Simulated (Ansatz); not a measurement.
A structure relaxed at B3LYP-D4/def2-SVP in Ansatz, charge 0, singlet:

```xyz
9

Ge    1.069   -0.828   -1.055
H     0.796   -2.074   -0.187
H     1.399   -1.236   -2.502
H     2.230   -0.019   -0.439
S    -0.780    0.443   -1.197
Ge   -1.113    0.853    0.989
H    -1.373   -0.465    1.747
H     0.119    1.558    1.594
H    -2.348    1.769    1.051
```

Q: Give its formula, name or SMILES.

A: (H3Ge)2S (Ge₂H₆S).

Q: Summarise the bond lengths by kind (pairs closer than 1.2 times the sum of covalent radii, bridged metal pairs left out).

A: 2 × Ge–S 2.25 Å; 6 × Ge–H 1.54 Å.
